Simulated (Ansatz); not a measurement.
`[SH][SnH2][Cl]`. Total charge 0; spin multiplicity 1. Sn: def2 effective core potential. Geometry: relaxed with PBE0-D4/def2-TZVP. It is one conformer, not always the lowest.

```xyz
6

S    -0.318   -1.414   -1.249
Sn   -0.117    0.553    0.085
Cl    2.116    0.825    0.703
H    -0.185   -2.237   -0.195
H    -0.970    0.395    1.546
H    -0.526    1.880   -0.890
```

What is the dipole moment at B3LYP/def2-TZVPP? (An estimate is asked.)

Ansatz gave: 2.13 D, with components (-2.08, 0.06, 0.45) D in this frame, pointing from negative to positive charge.

And with PBE, r2SCAN, ωB97M-V? (Estimate.)

The calculation gave: PBE 2.04 D, r2SCAN 2.14 D, ωB97M-V 2.17 D.

Give the Mulliken charges with B3LYP, PBE, ωB97M-V in def2-TZVPP. (Best estimate.)

The calculation gave: 
```tsv
atom	B3LYP	PBE	ωB97M-V
S1	-0.35	-0.35	-0.33
Sn2	0.82	0.76	0.68
Cl3	-0.38	-0.36	-0.35
H4	0.12	0.13	0.13
H5	-0.10	-0.09	-0.06
H6	-0.10	-0.09	-0.06
```

B3LYP here is the variant with VWN-RPA as its local correlation; programs differ in this.
